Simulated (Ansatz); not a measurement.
Process, species as SMILES: CCCC(C)=O → [CH2]CC + C[C]=O (the C-C bond at the site shown breaks; other sites are not compared here)
Structures are relaxed separately at B3LYP-D3(BJ)/def2-TZVP in Ansatz (an electronic-structure program), one conformer each, not searched for the lowest.

Wanted: bond dissociation energy (electronic energy difference), in kcal/mol. Cores are frozen in the correlated levels unless marked. Open shells are spin-unrestricted. Spin-orbit coupling is left out. No relativistic terms. CBS(X,Y): correlation extrapolated as X^-3; Hartree-Fock from the larger set. The bracket is a focal-point correction in the basis named.

RI-MP2/CBS(cc-pVTZ,cc-pVQZ)+[CCSD(T)-MP2]/cc-pVTZ (Ansatz) gives 89.4 kcal/mol.

Another calculation gave 75.3 kcal/mol. Which level was it?
A) r2SCANh/def2-TZVPD (Ansatz)
B) B2GP-PLYP/def2-TZVPD (Ansatz)
C) SVWN5/def2-TZVPD (Ansatz)
D) BLYP/def2-TZVPD (Ansatz)

D, BLYP/def2-TZVPD (Ansatz). The others give 84.7 (B2GP-PLYP), 101.8 (SVWN5), 81.0 (r2SCANh) kcal/mol.
